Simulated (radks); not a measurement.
Excited configurations of the nitrogen ion N2+: one electron is placed in a higher orbital outside [He] 2s2. The ground configuration is [He] 2s2 2p1. All-electron calculation, scalar-relativistic Kohn-Sham, r2SCAN, spin-unpolarised, spherical densities, finite nucleus; meta-GGA in the generalised Kohn-Sham scheme; Fermi nuclear charge, rms radius 2.5582 fm. Program: a radial shooting solver on a logarithmic mesh with Libxc functionals. Excitation = E - E(ground); binding = E(ion) - E, where the ion is the core of charge +3; n* = 3/sqrt(2 binding) in atomic units, and the quantum defect is n - n*.

outer orbital  excitation (eV)  binding (eV)     n*  quantum defect  eigenvalue (eV)  <r> (bohr)
3s                      27.146        19.356  2.515           0.485          -16.708       3.185
3p                      30.060        16.442  2.729           0.271          -13.870       3.397
3d                      32.893        13.609  3.000           0.000          -10.810       3.332
4p                      37.700         8.802  3.730           0.270           -7.584       6.607
4f                      39.149         7.353  4.081          -0.081           -5.914       6.174
5f                      41.693         4.809  5.046          -0.046           -4.035       10.68
6s                      42.435         4.066  5.488           0.512           -3.551       15.19
6p                      42.733         3.768  5.700           0.300           -3.292       16.05
6d                      42.955         3.547  5.875           0.125           -3.034       16.38
6f                      43.129         3.372  6.026          -0.026           -2.884       16.22
7p                      43.757         2.745  6.679           0.321           -2.404       22.28

The Delta-SCF ionisation energy is 46.502 eV (NIST Atomic Spectra Database: 47.445 eV, semi-empirical). Self-interaction in the functional shifts the binding energies and quantum defects, so they are the method's values and not measured ones. Spin polarisation and multiplet splitting are left out, so open shells lie too high by an amount that depends on their filling.

Beside tabulated values, note that spin-unpolarised runs miss the spin-polarisation part of the exchange energy of open shells.
